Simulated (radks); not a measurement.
Si+, 13 electrons, occupied as [Ne] 3s2 3p1.

Calculated with a radial shooting solver on a logarithmic mesh with Libxc functionals: scalar-relativistic Kohn-Sham, LDA (Slater exchange, Perdew-Wang correlation), spin-unpolarised, spherical densities, finite nucleus; Fermi nuclear charge, rms radius 3.1224 fm.

Energy parts (eV):
part                      energy
total                  -7851.408
kinetic                 7863.607
electron-nucleus      -18655.403
Hartree                 3467.246
exchange-correlation    -526.857

Orbitals (lengths in bohr, moments of r in powers of bohr; r(max) is where P^2 peaks):
orbital,occ.,eigenvalue (eV),r(max),<r>
1s,2,-1788.156,0.07285,0.1116
2s,2,-148.2482,0.4558,0.5704
2p,6,-105.1304,0.3869,0.5382
3s,2,-19.1025,1.735,2.053
3p,1,-11.7466,2.017,2.450

The highest occupied level is 3p at -11.747 eV. The density falls to 0.001 e/bohr^3 at r = 3.93 bohr. The electron density at the nucleus is 1897 e/bohr^3 (large components only). For comparison, the ionisation energy in NIST's Atomic Spectra Database is 16.346 eV (measured). In exact Kohn-Sham theory the highest level is minus the ionisation energy, but local and semilocal functionals leave it too shallow, through self-interaction and a potential that decays too fast; potentials with the right tail come closer.

Beside tabulated values, note that spin-unpolarised runs miss the spin-polarisation part of the exchange energy of open shells.
